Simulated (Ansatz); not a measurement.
F2GaHS, SMILES `[F][Ga]([F])[SH]`, relaxed with RKS PBE-D4/def2-SVP in Ansatz from a rough embedded geometry. The force threshold is 0.03 eV/Å; the program also tests the step.

The species carries charge 0 and has multiplicity 1.

Start:

```xyz
5

F    -0.784    0.926    0.948
Ga    0.223    0.250    0.427
F     1.298    0.019    0.993
S    -0.739   -0.675   -0.612
H     0.002   -0.520   -1.757
```

Task: By how much does the energy fall, and how many steps does the optimiser take? (Best estimate.)

Result: Computed: 2237.06 kJ/mol, in 8 steps.

Task: Which bonds change most? (Estimate.)

Result: Ansatz gave: Ga2–F3 from 1.237 to 1.760 Å; Ga2–S4 from 1.692 to 2.187 Å; F1–Ga2 from 1.320 to 1.756 Å; S4–H5 from 1.372 to 1.365 Å.

Task: Give the relaxed structure. (An estimate is asked.)

Result: Ansatz gave: 
```xyz
5

F    -0.968    1.224    1.658
Ga   -0.039    0.305    0.485
F     1.680    0.145    0.831
S    -0.943   -0.590   -1.294
H     0.269   -1.084   -1.681
```
